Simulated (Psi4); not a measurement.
BO, doublet (typed; the unrestricted solution is spin-contaminated), geometry from GFN2-xTB, with bond 2-1 at 2.0 times its length; PBE0/6-311G** (Psi4).

The Psi4 input:
```
memory 2 GB

molecule {
0 2
  B    -0.00000000   -0.00000000   -0.72919485
  O     0.00000000    0.00000000    1.64068841
}

set basis 6-311g**
set reference uks
set guess sap

energy('pbe0')
print_variables()
```

What the program printed (banner, timings and long lists left out):

```
   => Loading Basis Set <=

    Name: 6-311G**
    Role: ORBITAL
    Keyword: BASIS

         ---------------------------------------------------------
                                   SCF
               by Justin Turney, Rob Parrish, Andy Simmonett
                          and Daniel G. A. Smith
                              UKS Reference
         ---------------------------------------------------------

  ==> Geometry <==

    Molecular point group: c2v
    Full point group: C_inf_v

    Geometry (in Angstrom), charge = 0, multiplicity = 2:

       Center              X                  Y                   Z               Mass
    ------------   -----------------  -----------------  -----------------  -----------------
         B            0.000000000000     0.000000000000    -1.403709510244    11.009305360000
         O            0.000000000000     0.000000000000     0.966173749756    15.994914619570

  Running in c2v symmetry.

  Rotational constants: A = ************  B =      0.46029  C =      0.46029 [cm^-1]
  Rotational constants: A = ************  B =  13799.17385  C =  13799.17385 [MHz]
  Nuclear repulsion =    8.931700891798357

  Charge       = 0
  Multiplicity = 2
  Electrons    = 13
  Nalpha       = 7
  Nbeta        = 6

  ==> Algorithm <==

  SCF Algorithm Type is DF.
  DIIS enabled.
  MOM disabled.
  Fractional occupation disabled.
  Guess Type is SAP.
  Energy threshold   = 1.00e-06
  Density threshold  = 1.00e-06
  Integral threshold = 1.00e-12

  ==> Primary Basis <==

  Basis Set: 6-311G**
    Blend: 6-311G**
    Number of shells: 16
    Number of basis functions: 36
    Number of Cartesian functions: 38
    Spherical Harmonics?: true
    Max angular momentum: 2

  ==> DFT Potential <==

   => LibXC <=

    Version 7.1.2
    S. Lehtola, C. Steigemann, M. J. T. Oliveira, and M. A. L. Marques,  SoftwareX 7, 1–5 (2018) (10.1016/j.softx.2017.11.002)

   => Composite Functional: PBE0 <=

    PBE0 Hyb-GGA Exchange-Correlation Functional

    C. Adamo and V. Barone,  J. Chem. Phys. 110, 6158 (1999) (10.1063/1.478522)
    M. Ernzerhof and G. E. Scuseria,  J. Chem. Phys. 110, 5029 (1999) (10.1063/1.478401)

    Deriv               =              1
    GGA                 =           TRUE
    Meta                =          FALSE

    Exchange Hybrid     =           TRUE
    MP2 Hybrid          =          FALSE

   => Exchange Functionals <=

    0.7500   Perdew, Burke & Ernzerhof

   => Exact (HF) Exchange <=

    0.2500               HF

   => Correlation Functionals <=

    1.0000   Perdew, Burke & Ernzerhof

   => LibXC Density Thresholds  <==

    XC_HYB_GGA_XC_PBEH:  1.00E-15

   => Molecular Quadrature <=

    Radial Scheme          =       TREUTLER
    Pruning Scheme         =           NONE
    Nuclear Scheme         =       TREUTLER

    Blocking Scheme        =         OCTREE
    BS radius alpha        =              1
    Pruning alpha          =              1
    Radial Points          =             75
    Spherical Points       =            302
    Total Points           =          43353
    Total Blocks           =            392
    Max Points             =            255
    Max Functions          =             36
    Weights Tolerance      =       1.00E-15

   => Loading Basis Set <=

    Name: (6-311G** AUX)
    Role: JKFIT
    Keyword: DF_BASIS_SCF

  ==> Integral Setup <==

  SCF_SUBTYPE=INCORE selected. In-core MEM_DF algorithm will be used.
  Using in-core AOs.

  ==> MemDFJK: Density-Fitted J/K Matrices <==

    J tasked:                   Yes
    K tasked:                   Yes
    wK tasked:                   No
    Algorithm:                 Core
    Schwarz Cutoff:           1E-12
    Mask sparsity (%):       0.0000
    Fitting Condition:        1E-10

   => Auxiliary Basis Set <=

  Basis Set: (6-311G** AUX)
    Blend: CC-PVTZ-JKFIT
    Number of shells: 50
    Number of basis functions: 158
    Number of Cartesian functions: 192
    Spherical Harmonics?: true
    Max angular momentum: 4

  Minimum eigenvalue in the overlap matrix is 8.6268691210E-02.
  Reciprocal condition number of the overlap matrix is 3.2130895289E-02.
    Using symmetric orthogonalization.

  ==> Pre-Iterations <==

  SCF Guess: Superposition of Atomic Potentials (doi:10.1021/acs.jctc.8b01089).

  ==> SAP guess <==

   => Molecular Quadrature <=

    Radial Scheme          =       TREUTLER
    Pruning Scheme         =           NONE
    Nuclear Scheme         =       TREUTLER

    Blocking Scheme        =         OCTREE
    BS radius alpha        =              1
    Pruning alpha          =              1
    Radial Points          =             75
    Spherical Points       =            302
    Total Points           =          43353
    Total Blocks           =            392
    Max Points             =            255
    Max Functions          =             36
    Weights Tolerance      =       1.00E-15

   -------------------------------------------------------
    Irrep   Nso     Nmo     Nalpha   Nbeta   Ndocc  Nsocc
   -------------------------------------------------------
     A1        18      18       5       4       4       1
     A2         2       2       0       0       0       0
     B1         8       8       1       1       1       0
     B2         8       8       1       1       1       0
   -------------------------------------------------------
    Total      36      36       7       6       6       1
   -------------------------------------------------------

  ==> Iterations <==

                           Total Energy        Delta E     RMS |[F,P]|

   @DF-UKS iter   1:   -98.91645519836237   -9.89165e+01   4.88150e-02 DIIS/ADIIS
    Occupation by irrep:
             A1    A2    B1    B2
    DOCC [     5,    0,    1,    0 ]
    SOCC [     0,    0,    0,    1 ]
    NA   [     5,    0,    1,    1 ]
    NB   [     5,    0,    1,    0 ]

   @DF-UKS iter   2:   -87.74457893390687    1.11719e+01   1.33331e-01 ADIIS
   @DF-UKS iter   3:   -95.17330665626055   -7.42873e+00   1.05641e-01 ADIIS
   @DF-UKS iter   4:   -99.44507724726668   -4.27177e+00   3.03100e-02 DIIS/ADIIS
   @DF-UKS iter   5:   -99.66280179843041   -2.17725e-01   4.93352e-03 DIIS/ADIIS
   @DF-UKS iter   6:   -99.67293529387995   -1.01335e-02   2.33948e-03 DIIS/ADIIS
   @DF-UKS iter   7:   -99.67513916891266   -2.20388e-03   4.80940e-04 DIIS/ADIIS
   @DF-UKS iter   8:   -99.67573412402206   -5.94955e-04   5.64957e-04 DIIS/ADIIS
   @DF-UKS iter   9:   -99.67622671438968   -4.92590e-04   4.50550e-04 DIIS/ADIIS
   @DF-UKS iter  10:   -99.67666851303559   -4.41799e-04   1.79321e-04 DIIS/ADIIS
   @DF-UKS iter  11:   -99.67674924737918   -8.07343e-05   7.29731e-05 DIIS
   @DF-UKS iter  12:   -99.67678103271771   -3.17853e-05   3.15228e-05 DIIS
   @DF-UKS iter  13:   -99.67678714449035   -6.11177e-06   1.28186e-05 DIIS
   @DF-UKS iter  14:   -99.67678734203776   -1.97547e-07   2.25713e-06 DIIS
   @DF-UKS iter  15:   -99.67678735288064   -1.08429e-08   2.24797e-06 DIIS
   @DF-UKS iter  16:   -99.67678735562713   -2.74649e-09   5.94914e-07 DIIS
  Energy and wave function converged.

  ==> Post-Iterations <==

   Electrons on quadrature grid:
      Nalpha   =    6.9999967876 ; deviation = -3.212e-06
      Nbeta    =    5.9999986665 ; deviation = -1.334e-06
      Ntotal   =   12.9999954541 ; deviation = -4.546e-06

   @Spin Contamination Metric:   2.130922520E-01
   @S^2 Expected:                7.500000000E-01
   @S^2 Observed:                9.630922520E-01
   @S   Expected:                5.000000000E-01
   @S   Observed:                5.000000000E-01

    Orbital Energies [Eh]
    ---------------------

    Alpha Occupied:

[...]
       1B1    -0.303614

    Alpha Virtual:

[...]
    Beta Occupied:

[...]
    Beta Virtual:

[...]
    Final Occupation by Irrep:
             A1    A2    B1    B2
    DOCC [     5,    0,    1,    0 ]
    SOCC [     0,    0,    0,    1 ]
    NA   [     5,    0,    1,    1 ]
    NB   [     5,    0,    1,    0 ]

  @DF-UKS Final Energy:   -99.67678735562713

   => Energetics <=

    Nuclear Repulsion Energy =              8.9317008917983571
    One-Electron Energy =                -154.0492693606612136
    Two-Electron Energy =                  54.7013121140757832
    DFT Exchange-Correlation Energy =      -9.2605310008400572
    Empirical Dispersion Energy =           0.0000000000000000
    VV10 Nonlocal Energy =                  0.0000000000000000
    Total Energy =                        -99.6767873556271269

  UHF NO Occupations:
  HONO-2 :    1 B1 1.9918567
  HONO-1 :    5 A1 1.8971436
  HONO-0 :    1 B2 1.0000000
  LUNO+0 :    6 A1 0.1028564
  LUNO+1 :    2 B1 0.0081433
  LUNO+2 :    7 A1 0.0005294
  LUNO+3 :    8 A1 0.0003400

Computation Completed

Properties will be evaluated at   0.000000,   0.000000,   0.000000 [a0]

Properties computed using the SCF density matrix

 Multipole Moments:

 ------------------------------------------------------------------------------------
     Multipole            Electronic (a.u.)      Nuclear  (a.u.)        Total (a.u.)
 ------------------------------------------------------------------------------------

 L = 1.  Multiply by 2.5417464519 to convert [e a0] to [Debye]
 Dipole X            :          0.0000000            0.0000000            0.0000000
 Dipole Y            :          0.0000000            0.0000000            0.0000000
 Dipole Z            :         -2.5157215            1.3432975           -1.1724240
 Magnitude           :                                                    1.1724240

 ------------------------------------------------------------------------------------

  Variable Map:
  ----------------------------------------------------------------------------
[...]
  Array Variable Map:
  ----------------------------------------------------------------------------
[...]
[...]
```
